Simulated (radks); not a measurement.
Values are calculated unless marked as measured or tabulated.
Task: These are the eigenvalues of the occupied orbitals of an atom or ion with whole-number occupations (Ry). Level of theory: Dirac Kohn-Sham, LDA (Slater exchange, Perdew-Wang correlation), spin-unpolarised, spherical densities, finite nucleus; Fermi nuclear charge, rms radius of each element as measured or else 0.836 A^(1/3) + 0.57 fm (a radial shooting solver on a logarithmic mesh with Libxc functionals).

1s1/2: -1638.567
2s1/2: -259.8460
2p1/2: -242.5430
2p3/2: -232.9065
3s1/2: -67.89592
3p1/2: -61.15922
3p3/2: -59.47272
3d3/2: -47.54668
3d5/2: -47.21082

Which element is it, and in what charge state? The configuration may be excited. Open shells, if any, fill j = l - 1/2 first.

Result: Z = 44, ruthenium, charge +16: Ru16+ in [Ar] 3d10. The list shows which subshells hold electrons but not how many an open one holds; the 1s level, -819.28 hartree, gives Z - s = 40.5 by -(Z - s)^2/2, which with screening and relativity narrows Z to a few neighbours, and the depths of the outer levels then fix element, charge and occupations together.
